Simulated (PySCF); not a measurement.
Computed vibrations of [Yb(NH2)2]+

[Yb(NH2)2]+ (singlet in the valence; each metal's 4f electrons, 13 of them, lie in its core potential, out of spins and levels). PySCF 2.14.0, RKS PBE0, Yb lcecp-1-SVP with ECP59, N def2-SVP, H def2-SVP; non-relativistic Hamiltonian with scalar-relativistic core potentials where named; density fitting; no spin-orbit coupling. Central differences of gradients.

```xyz
7

Yb    0.0000    0.0000   -0.1803
N     1.7301    0.0000    0.9221
H     2.1645   -0.8093    1.3731
H     2.1645    0.8093    1.3731
N    -1.7301    0.0000    0.9221
H    -2.1645    0.8093    1.3731
H    -2.1645   -0.8093    1.3731
```

Run from Python with OMP_NUM_THREADS=2. Where DIIS fails, smearing, a level shift and second-order steps follow.
It took 29 s on 2 threads of Arm Neoverse V2, on a shared host.

Task: What are the harmonic wavenumbers and infrared intensities?

Result: Modes are labelled in C2v; negative numbers are unstable modes, those under 60 cm⁻¹ near the noise; a finer grid moves soft modes by up to 10 cm⁻¹.
```
cm⁻¹  km/mol  symmetry
-362       –        a2
-356       –        b2
 142     0.0        a1
 388     0.0        a2
 414   105.9        b2
 562   187.7        b1
 602   132.5        b1
 614   213.8        a1
 635    37.9        a1
1516    46.4        b1
1518    54.0        a1
3523   156.5        b1
3526    75.4        a1
3593     0.0        a2
3593   106.7        b2
```

Task: Is this a minimum?

Result: No: 2 unstable; the lowest moves the atoms so:
```
Yb   0.00  0.00  0.00
N    0.00  0.01  0.00
H   -0.32  0.05  0.38
H    0.32  0.05 -0.38
N    0.00 -0.01  0.00
H    0.32 -0.05  0.38
H   -0.32 -0.05 -0.38
```

An lcecp potential fixes the number of 4f electrons, so in runs with it no electron can move into or out of that shell.
